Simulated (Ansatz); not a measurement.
Ansatz (a program for electronic structure) input file for 1,3-dibromopropa-1,2-diene (C3H2Br2), SMILES BrC=C=CBr, PBE/def2-SVPD. Coordinates come from a B3LYP-D3(BJ)/def2-SVP optimisation.

Ansatz 0.2 input:
```yaml
crystal:
  periodic: [false, false, false]
  atoms:
    - {symbol: Br, position_ang: [-2.59343604, -0.06495127, 0.26793131]}
    - {symbol: C, position_ang: [-1.18782764, 0.54075661, -0.87211809]}
    - {symbol: C, position_ang: [0.00000000, -0.00000000, -0.87797469]}
    - {symbol: C, position_ang: [1.18782763, -0.54075661, -0.87211809]}
    - {symbol: Br, position_ang: [2.59343604, 0.06495127, 0.26793131]}
    - {symbol: H, position_ang: [-1.48242299, 1.37726548, -1.51096341]}
    - {symbol: H, position_ang: [1.48242299, -1.37726548, -1.51096342]}
basis:
  gaussian:
    orbitals: def2-SVPD
hamiltonian:
  xc: {name: PBE}
```

Output:

```
WARN ansatz: RAYON_NUM_THREADS=1 ignored (pool sized by the plan → 1); use --threads N
Functional definition: PBE
integrals: 0.12 GiB planned
1513 factors; their error is unknown
mean field: 0.62 GiB planned
mean field evaluation 1: about -143180.5813 eV, gradient 6.1e1 eV
mean field evaluation 2: about -143145.2002 eV, gradient 1.2e2 eV
mean field evaluation 4: about -143189.8232 eV, gradient 1.6e1 eV
mean field evaluation 8: about -143190.4857 eV, gradient 1.8e-1 eV
mean field evaluation 16: about -143190.4106 eV, gradient 7.6e-5 eV
mean field -143190.41057708 eV, -5262.1505307613 hartree, gradient 6.8e-5 eV, S^2 0.000000; 0 other end points of the search recorded, 0 dependent functions left out
reference -143190.41063906 eV, -5262.1505330390 hartree; 45, 45 occupied and 113, 113 virtual orbitals, 1513 factors
Total energy: -143190.41063906 eV, -5262.1505330390 hartree
```

Self-consistency was reached.
